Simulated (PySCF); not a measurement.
Aluminium: a sound run and one with changed settings

Sound run: Al⁺ [Ne] 3s2, Al²⁺ [Ne] 3s1. Calculation: PySCF 2.14, in def2-TZVP; the non-relativistic Hamiltonian (point nucleus). In the sound run the correlated levels freeze [Ne]. The sound run starts from symmetry-adapted Hartree-Fock orbitals and uses a fine grid where one is needed.

A second run was set up differently.

```json
{"species": "Al⁺", "method": "UHF", "sound run (hartree)": "-241.66873", "changed run (hartree)": "-241.66873", "converged": "yes"}
{"species": "Al⁺", "method": "M06-L", "sound run (hartree)": "-242.13213", "changed run (hartree)": "-242.13213", "converged": "yes"}
{"species": "Al⁺", "method": "LDA", "sound run (hartree)": "-241.09000", "changed run (hartree)": "-241.09000", "converged": "yes"}
{"species": "Al⁺", "method": "MP2", "sound run (hartree)": "-241.69600", "changed run (hartree)": "-241.67543", "converged": "yes"}
{"species": "Al⁺", "method": "CCSD(T)", "sound run (hartree)": "-241.70808", "changed run (hartree)": "-241.70808", "converged": "yes"}
{"species": "Al²⁺", "method": "UHF", "sound run (hartree)": "-241.02454", "changed run (hartree)": "-241.02454", "converged": "yes"}
{"species": "Al²⁺", "method": "M06-L", "sound run (hartree)": "-241.44542", "changed run (hartree)": "-241.44542", "converged": "yes"}
{"species": "Al²⁺", "method": "LDA", "sound run (hartree)": "-240.39477", "changed run (hartree)": "-240.39477", "converged": "yes"}
```

Ionisation energy of Al⁺:

```csv
method,sound run (eV),changed run (eV)
UHF,17.529,17.529
M06-L,18.686,18.686
LDA,18.918,18.918
MP2,18.271,17.712
SCS-MP2,18.420,17.748
CCSD,18.600,18.600
CCSD(T),18.600,18.600
CCSDT,18.600,18.600
FCI,18.600,18.600
```

Q: What was changed?
A. angular grid far too coarse
B. all electrons correlated in a valence basis
C. level shift left on
D. basis contracted for another Hamiltonian

A: C. It used initial guess minao, at most 50 SCF cycles, level shift 2.0 hartree. A level shift leaves the converged SCF energy unchanged but raises the virtual orbital energies, which shrinks MP2 if it is not removed.
